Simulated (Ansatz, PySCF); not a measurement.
This PySCF input computes a SVWN5/def2-TZVPD energy:

```python
from pyscf import gto, scf, dft

mol = gto.M(
    atom='''
    Se   -0.00124381    0.05708994    0.00093953
    H    -1.02995211   -0.99348070   -0.01282780
    H     1.07224155   -0.94757714   -0.01911605
    ''',
    basis='def2-tzvpd',
    charge=0,
    spin=0,
    verbose=4,
)

mf = dft.RKS(mol, xc='svwn').density_fit(auxbasis='def2-universal-jkfit')
mf.grids.level = 3
mf.conv_tol = 1e-9
mf.max_cycle = 100
mf.max_memory = 1500
mf.kernel()
if not mf.converged:
    mf = mf.newton()
    mf.kernel(mf.make_rdm1())
mf.analyze()
```

**Question.** Write an input for the same energy in Ansatz (a first-principles code) and say what it gives.

**Answer.** 
Ansatz 0.2 input:
```yaml
crystal:
  periodic: [false, false, false]
  atoms:
    - {symbol: Se, position_ang: [-0.00124381, 0.05708994, 0.00093953]}
    - {symbol: H, position_ang: [-1.02995211, -0.99348070, -0.01282780]}
    - {symbol: H, position_ang: [1.07224155, -0.94757714, -0.01911605]}
basis:
  gaussian:
    orbitals: def2-TZVPD
hamiltonian:
  xc: {name: SVWN5}
output: {forces: true}
```
It gives -2399.31652 Eh, and PySCF -2399.31657 Eh, a difference of 0.05 mEh, from the treatment of integrals and grids.
